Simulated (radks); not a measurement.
Results of a calculation; reference values are marked as such.
All-electron atom: the titanium ion Ti15+ in [He] 2s2 2p3.

Code: a radial shooting solver on a logarithmic mesh with Libxc functionals. Model: scalar-relativistic Kohn-Sham, r2SCAN, spin-unpolarised, spherical densities, finite nucleus; meta-GGA in the generalised Kohn-Sham scheme; Fermi nuclear charge, rms radius 3.5921 fm.

Energy parts (hartree):
part                       energy
total                  -699.09047
kinetic                 706.34573
electron-nucleus      -1492.25763
Hartree                 112.11544
exchange-correlation    -25.29401

Orbitals (lengths in bohr, moments of r in powers of bohr; <r^-3> diverges for s and p1/2):
\begin{tabular}{lrrr}
orbital & occ. & eigenvalue (hartree) & <r^-3> \\ \hline
1s & 2 & -203.6331 & - \\
2s & 2 & -39.48816 & - \\
2p & 3 & -36.64522 & 313.1 \\
\end{tabular}

The highest occupied level is 2p at -997.17 eV. The electron density at the nucleus is 8575 e/bohr^3 (large components only).
